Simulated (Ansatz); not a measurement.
`F[CH]([SiH3])[GaH2]` + `BO` → `B[O][GaH2]` + `FC[SiH3]` at 400 K and 1 bar (ligand exchange at a Ga–C bond).

Calculated with Ansatz (gas phase, PBE0-D4/def2-TZVP geometries, no zero-point term in ΔE). CCSD(T)/CBS adds triple-zeta CCSD(T) − MP2 to the extrapolated MP2 energy (def2 sets, frozen cores). This one scheme is used for every species. For Ga outer-core shells are correlated without core-valence functions, which leaves a few kJ/mol of doubt a bond. Scalar relativity is left out up to krypton.

```csv
species,CCSD(T)/CBS energy (Eh),H − E (kJ/mol),S (J/(mol·K))
`F[CH]([SiH3])[GaH2]`,-2354.42561,182.9,391.4
`BO`,-101.80414,108.2,244.0
`B[O][GaH2]`,-2026.35181,125.7,339.6
`FC[SiH3]`,-429.90570,165.5,311.5
```

H − E and S are ideal-gas, rigid-rotor, harmonic terms from PBE0-D4/def2-TZVP, for one conformer and one mirror image of each species. 1 Eh = 2625.50 kJ/mol, R = 8.31446 J/(mol·K).

**Question.** By hand: ΔE, ΔH, ΔS and ΔG.

**Answer.** ΔE = (-2026.35181) + (-429.90570) − (-2354.42561) − (-101.80414) = -0.02776 Eh = -72.9 kJ/mol. Δ(H − E) = 125.7 + 165.5 − 182.9 − 108.2 = 0.1, so ΔH = -72.8 kJ/mol. ΔS = 339.6 + 311.5 − 391.4 − 244.0 = 15.7 J/(mol·K). ΔG = -72.8 − 400 × (15.7)/1000 = -79.1 kJ/mol.

**Question.** By hand: the equilibrium constant, and the temperature at which ΔG would vanish if ΔH and ΔS stayed fixed.

**Answer.** log₁₀ K = −ΔG/(RT ln 10) = 10.3. ΔH and −TΔS have one sign here, so there is no such temperature.

ΔH outweighs TΔS. A doubt of 5 kJ/mol in ΔE shifts log₁₀ K by 0.7 here. Other conformers and mirror images would add mixing entropy, several J/(mol·K) or more a flexible species. These are equilibria of isolated gas molecules and say nothing of rates. Largest T1 diagnostic: 0.016 (customary marks: 0.02 for closed shells, 0.045 for open ones).
